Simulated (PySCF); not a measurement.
**[IF2]+: PBE0 against B3LYP**

Base calculation in PySCF with density fitting and no spin–orbit coupling, PBE0/def2-TZVP (scalar-relativistic core potentials): singlet, C2v, I–F 1.825 Å (×2); F–I–F 96.1°; wavenumbers 232, 731, 736 cm⁻¹; dipole moment about the centre of mass 2.58 D, gap between the highest occupied and lowest empty levels 4.72 eV, polar-tensor charge of I 1.61 e.

Question: What changes on going to B3LYP/def2-TZVP (scalar-relativistic core potentials)?

Answer: The point group stays the same. Changes: mean bond to I +0.017 Å, smallest bond angle +0.3 degrees, highest wavenumber -28 cm⁻¹, lowest wavenumber -9 cm⁻¹, dipole moment about the centre of mass +0.09 D, gap between the highest occupied and lowest empty levels -0.56 eV, polar-tensor charge of I -0.02 e. The new structure has I–F 1.842 Å (×2); F–I–F 96.4°, with wavenumbers 223, 703, 708 cm⁻¹.

The structures come from searches over a few start shapes, so lower isomers are not excluded.
